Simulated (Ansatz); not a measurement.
Reaction (formal exchange of groups at the Si–C bond): `SC[SiH2][SeH]` + `NC=O` → `N[SiH2][SeH]` + `O=CCS`

Calculated with Ansatz (gas phase, PBE0-D4/def2-TZVP geometries, no zero-point term in ΔE). CBS: MP2 limit from def2 TZ/QZ plus the TZ coupled-cluster correction, frozen cores. This one scheme is used for every species. For Se outer-core shells are correlated without core-valence functions, which leaves a few kJ/mol of doubt a bond. Scalar relativity is left out up to krypton. Each species was taken in one conformer, which may not be the lowest.

| species | CCSD(T)/CBS(def2) energy (Eh) |
| --- | --- |
| `SC[SiH2][SeH]` | -3129.24581 |
| `NC=O` | -169.73435 |
| `N[SiH2][SeH]` | -2747.54778 |
| `O=CCS` | -551.43661 |

Question: Work out ΔE.

Answer: ΔE = (-2747.54778) + (-551.43661) − (-3129.24581) − (-169.73435) = -0.00423 Eh = -2.7 kcal/mol.

Largest T1 diagnostic among the species: 0.016.

From BLYP to BHLYP (50 % exact exchange), in def2-TZVPP and without D4, ΔE moves by −0.9 kcal/mol. The D4 term adds +1.0 kcal/mol with B3LYP and +0.6 kcal/mol with PBE0; it sums over pairs of atoms, weighted by their polarisabilities, and B3LYP, whose exchange is more repulsive, gets the larger term. Leaving LDA and LC-ωPBE aside and taking each functional with its dispersion term where it has one, the values, not all of them listed here, spread over 2.8 kcal/mol, from B2PLYP to PBE-D4.

B3LYP here is the variant with VWN-RPA as its local correlation; programs differ in this.
